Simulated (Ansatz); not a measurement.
`O[SiH2]B([SiH3])[SiH3]`. The species carries charge 0 and has multiplicity 1. All single points use the PBE0-D4/def2-TZVP geometry. It is one conformer, not always the lowest.

```xyz
14

O     1.009   -2.697   -0.306
Si    1.312   -1.228    0.390
B    -0.058    0.193    0.106
Si   -1.594   -0.088   -1.141
Si    0.119    1.953    1.042
H     0.720   -2.701   -1.219
H     1.503   -1.519    1.834
H     2.581   -0.627   -0.138
H    -2.628   -0.748   -0.286
H    -2.183    1.151   -1.716
H    -1.282   -1.020   -2.264
H     1.048    1.966    2.204
H    -1.203    2.477    1.487
H     0.656    2.888    0.007
```

(1) What is the dipole moment at PBE/def2-TZVPP? (An estimate is asked.)

(2) And with r2SCAN, B3LYP, ωB97M-V? (An estimate is asked.)

(3) Give the Mulliken charges with PBE, B3LYP, r2SCAN in def2-TZVPP. (Estimate.)

## Answers

(1) The calculation gave: 1.11 D, with components (-0.36, 0.42, -0.96) D in this frame, pointing from negative to positive charge.

(2) The calculation gave: r2SCAN 1.15 D, B3LYP 1.17 D, ωB97M-V 1.18 D.

(3) The calculation gave: 
```json
{"atom": "O1", "PBE": "-0.35", "B3LYP": "-0.40", "r2SCAN": "-0.42"}
{"atom": "Si2", "PBE": "0.31", "B3LYP": "0.38", "r2SCAN": "0.42"}
{"atom": "B3", "PBE": "0.17", "B3LYP": "0.15", "r2SCAN": "0.06"}
{"atom": "Si4", "PBE": "0.05", "B3LYP": "0.12", "r2SCAN": "0.16"}
{"atom": "Si5", "PBE": "0.05", "B3LYP": "0.12", "r2SCAN": "0.16"}
{"atom": "H6", "PBE": "0.18", "B3LYP": "0.18", "r2SCAN": "0.20"}
{"atom": "H7", "PBE": "-0.06", "B3LYP": "-0.07", "r2SCAN": "-0.07"}
{"atom": "H8", "PBE": "-0.08", "B3LYP": "-0.10", "r2SCAN": "-0.10"}
{"atom": "H9", "PBE": "-0.03", "B3LYP": "-0.05", "r2SCAN": "-0.05"}
{"atom": "H10", "PBE": "-0.04", "B3LYP": "-0.06", "r2SCAN": "-0.07"}
{"atom": "H11", "PBE": "-0.07", "B3LYP": "-0.08", "r2SCAN": "-0.09"}
{"atom": "H12", "PBE": "-0.05", "B3LYP": "-0.06", "r2SCAN": "-0.07"}
{"atom": "H13", "PBE": "-0.04", "B3LYP": "-0.06", "r2SCAN": "-0.06"}
{"atom": "H14", "PBE": "-0.04", "B3LYP": "-0.06", "r2SCAN": "-0.06"}
```

B3LYP here is the variant with VWN-RPA as its local correlation; programs differ in this.

Program: Ansatz 0.2.0.
